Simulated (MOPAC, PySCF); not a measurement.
H₄Sn, SMILES `[SnH4]`, neutral singlet in the gas phase. 

Cartesian coordinates (Å):
SMILES: [SnH4]
```xyz
5

Sn     0.0000     0.0003    -0.0001
H      1.2732    -1.1235    -0.1362
H      0.6191     1.5809    -0.1462
H     -1.1391    -0.2811    -1.2353
H     -0.7533    -0.1766     1.5178
```
Charge 0, spin multiplicity 1.

All levels are single points at this geometry (PBE0-D4/def2-TZVP); Pople sets use spherical d functions. Orbital energies aren't observables, and empty levels follow the basis.

| level | HOMO (eV) | LUMO (eV) | gap (eV) | dipole (D) | vertical IE, Delta-SCF (eV) |
|---|---|---|---|---|---|
| B3LYP-D3(BJ)/def2-TZVP in PySCF | -8.98 | 0.31 | 9.28 | 0.00 | 11.52 |
| PBE-D3(BJ)/def2-TZVP in PySCF | -7.93 | -0.29 | 7.64 | 0.00 | – |
| PBE0-D4/def2-TZVP in PySCF | -9.16 | 0.68 | 9.85 | 0.00 | 11.51 |
| B3LYP/6-311+G** (LANL2DZ on Sn) in PySCF | -9.03 | 0.58 | 9.61 | 0.00 | – |
| B3LYP/6-31G* (LANL2DZ on Sn) in PySCF | -9.15 | 0.94 | 10.09 | 0.00 | 11.78 |
| M06-2X/6-31G* (LANL2DZ on Sn) in PySCF | -10.41 | 1.69 | 12.10 | 0.00 | – |
| PBE/6-31G* (LANL2DZ on Sn) in PySCF | -8.11 | 0.39 | 8.50 | 0.00 | 11.47 |
| SVWN5/6-31G* (LANL2DZ on Sn) in PySCF | -8.09 | 0.30 | 8.39 | 0.00 | – |
| HF/6-31G* (LANL2DZ on Sn) in PySCF | -12.31 | 3.73 | 16.05 | 0.00 | 11.33 |
| AM1 in MOPAC | -10.63 | -0.13 | 10.50 | 0.00 | – |
| PM3 in MOPAC | -12.86 | -0.30 | 12.56 | 0.00 | – |
| PM6 in MOPAC | -11.30 | 2.27 | 13.57 | 0.00 | – |
| PM7 in MOPAC | -11.37 | 3.14 | 14.50 | 0.00 | – |
